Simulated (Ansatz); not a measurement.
CH$_{6}$OSSn (`[CH3][SnH]([OH])[SH]`). Charge 0, multiplicity 1. Sn takes the def2 core potential.

Cartesian coordinates in Å:
```
C -0.074 1.578 0.152
Sn -0.331 -0.430 -0.480
O -1.135 -1.287 1.098
S 1.749 -1.541 -0.955
H 0.422 2.157 -0.627
H -1.048 2.015 0.370
H 0.533 1.586 1.056
H -1.310 -0.707 -1.853
H -1.125 -2.246 1.051
H 2.319 -1.126 0.189
```

Q: List the harmonic frequencies (cm⁻¹, unscaled) at PBE0-D4/def2-TZVP in Ansatz. (Best estimate.)

A: Ansatz gave: 54, 111, 135, 148, 157, 232, 353, 514, 551, 566, 620, 712, 767, 785, 852, 1228, 1448, 1450, 1936, 2711, 3073, 3173, 3177, 3893.

Q: Is this a minimum?

A: Yes, all 24 modes are real.

Q: Give the ideal-gas thermochemistry at 298.15 K and 1 bar (rigid rotor, harmonic oscillator; point group C1, symmetry number 1).

A: Zero-point energy 171.3 kJ/mol; H(298) − E = 195.6 kJ/mol; entropy 381.3 J/(mol·K), of which translation 174.0, rotation 114.5, vibration 92.8; G(298) − E = 81.9 kJ/mol. Modes under 100 cm⁻¹ are hindered rotations or soft bends, so the harmonic entropy is rough.
